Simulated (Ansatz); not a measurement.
A nudged elastic band was laid between two geometries of CH₄GaNO (8 atoms, charge 0, multiplicity 1).

The calculation used RKS PBE/def2-SVP (Ansatz 0.2.0).

| Quantity | Value |
| --- | --- |
| movable images | 7 |
| climbing image | yes |
| spring | 5.0 eV/Å² |
| optimiser | quadratic models (default) |
| start path | IDPP |
| force threshold | 0.03 eV/Å |
| iteration limit | 60 |
| end points | relaxed |

First end point:

```xyz
8
Properties=species:S:1:pos:R:3
N 0.204 1.500 -0.599
C 0.220 0.483 0.187
O 0.769 0.614 1.422
Ga -0.489 -1.357 -0.197
H -0.237 1.268 -1.501
H 1.074 1.552 1.474
H -1.145 -1.522 -1.629
H -0.396 -2.539 0.843
```

Last end point:

```xyz
8
Properties=species:S:1:pos:R:3
N -0.726 0.694 0.016
C 0.494 0.284 0.133
O 1.587 0.984 0.442
Ga -0.357 -1.455 -0.335
H -0.996 1.687 0.162
H 1.341 1.931 0.584
H -0.453 -1.801 -1.866
H -0.889 -2.324 0.863
```

(1) Which bonds break or form, and what moves?

(2) Give the energies along the band, and the barrier.

(3) What is the geometry of the highest image?

(4) What are the harmonic wavenumbers there?

The band took 14 iterations and about 5 core-minutes.

## Answers

(1) Bonds formed: N1–Ga4. The dihedral H5–N1–C2–Ga4 changes from 0 to -180° by way of a nearly straight angle H5–N1–C2 (up to 165°), not by a turn about the bond.

(2) The forces met the threshold. The highest image is number 6 of 0 to 8, 77.6 kJ/mol above the first end and 72.2 kJ/mol above the last; the last end lies 5.4 kJ/mol above the first. A vibrational analysis at the climbing image gives one clearly imaginary mode, 916i cm⁻¹: a first-order saddle point.

```tsv
image	path coordinate (Å)	energy (kJ/mol)	N1–Ga4 (Å)	angle H5–N1–C2 (°)
0	0.00	0.0	2.97	111
1	0.49	0.1	2.97	111
2	0.97	0.6	2.97	112
3	1.46	1.4	2.97	112
4	1.94	2.3	2.97	113
5	2.43	12.9	2.85	125
6	2.91	77.6	2.55	165
7	3.33	24.3	2.28	140
8	3.75	5.4	2.21	122
```

(3) 
```xyz
8
Properties=species:S:1:pos:R:3
N -0.583 1.059 -0.072
C 0.420 0.336 0.191
O 1.580 0.786 0.714
Ga -0.254 -1.464 -0.224
H -1.299 1.595 -0.534
H 1.490 1.768 0.792
H -0.264 -1.867 -1.749
H -1.090 -2.213 0.882
```

(4) 916i, 91, 165, 259, 327, 337, 531, 545, 648, 681, 708, 1119, 1285, 1694, 1913, 1922, 3483, 3792 cm⁻¹.

Time of the run: 2.4 min on 2 threads of Arm Neoverse V1 (shared host), peak memory 0.13 GiB.
